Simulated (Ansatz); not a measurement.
One change: `CC(Cl)[SiH2]O` becomes `CC(Cl)CCl`.

Ansatz, PBE0-D4/def2-TZVP geometries, multiplicity 1. Each molecule was computed in one conformer, which needn't be the lowest.

```json
{"property": "zero-point energy (PBE0-D4/def2-TZVP) / kJ/mol", "`CC(Cl)[SiH2]O`": "231.1"}
{"property": "HOMO–LUMO gap (ωB97M-V/def2-TZVPP) / eV", "`CC(Cl)[SiH2]O`": "12.16"}
{"property": "LUMO energy (B3LYP/def2-TZVPP) / eV", "`CC(Cl)[SiH2]O`": "-0.12"}
{"property": "size of the dipole moment (PBE/def2-TZVPP) / D", "`CC(Cl)[SiH2]O`": "1.24"}
{"property": "HOMO–LUMO gap (B3LYP/def2-TZVPP) / eV", "`CC(Cl)[SiH2]O`": "7.67"}
{"property": "LUMO energy (PBE0/def2-TZVPP) / eV", "`CC(Cl)[SiH2]O`": "0.12"}
```

Problem. What does the change do to each property? (Estimate.)

Solution. Ansatz gave: 
| property | `CC(Cl)CCl` | shift |
| --- | --- | --- |
| zero-point energy (PBE0-D4/def2-TZVP) / kJ/mol | 226.8 | -4.3 |
| HOMO–LUMO gap (ωB97M-V/def2-TZVPP) / eV | 13.32 | 1.16 |
| LUMO energy (B3LYP/def2-TZVPP) / eV | 0.05 | 0.17 |
| size of the dipole moment (PBE/def2-TZVPP) / D | 0.51 | -0.73 |
| HOMO–LUMO gap (B3LYP/def2-TZVPP) / eV | 8.32 | 0.65 |
| LUMO energy (PBE0/def2-TZVPP) / eV | 0.31 | 0.19 |

With PBE0 the HOMO falls by 0.53 eV and the LUMO rises by 0.19 eV, so the gap widens by about 0.72 eV. PBE moves the HOMO by -0.46 eV and ωB97M-V by -0.57 eV. The zero-point energy changes by -4.3 kJ/mol with -3 modes. Dipoles are sizes alone; their direction can turn.

Positive LUMOs are unbound, so they and the gaps depend on the basis.

B3LYP here is the variant with VWN-RPA as its local correlation; programs differ in this.
